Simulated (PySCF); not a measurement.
Br+ (bromine, charge +1) across methods

[Ar] 3d10 4s2 4p3 5s1, high-spin 5S determinant (an excited configuration). Calculation: PySCF 2.14, in aug-cc-pVDZ-DK (6s5p3d, 36 functions); scalar relativity by spin-free X2C-1e. The B2PLYP total includes its PT2 part (frozen core); its orbital energies are those of the SCF part.

```csv
method,E (hartree),mean ε 4s β (eV),mean ε 4p α (eV),mean ε 5s α (eV),Σ⟨r²⟩ (bohr²),⟨S²⟩
B2PLYP,-2604.806,-35.444,-25.725,-8.625,44.88,6.000
LDA,-2601.498,-33.438,-22.762,-7.941,44.38,6.000
wB97M-V,-2605.030,-36.731,-26.548,-9.729,44.77,6.000
TPSS,-2605.157,-32.828,-22.921,-7.672,44.73,6.000
r2SCAN,-2605.215,-33.098,-23.403,-7.779,44.82,6.000
wB97X,-2605.289,-37.333,-26.725,-9.523,44.69,6.000
UHF,-2603.50884,-36.562,-28.483,-9.484,45.34,6.001
PBE,-2604.904,-32.936,-22.714,-7.757,44.54,6.000
PBE0,-2604.957,-34.229,-24.368,-8.279,44.67,6.000
```

The outer electron is Rydberg-like, and this basis confines it to a smaller radius and binds it less than a complete one would.
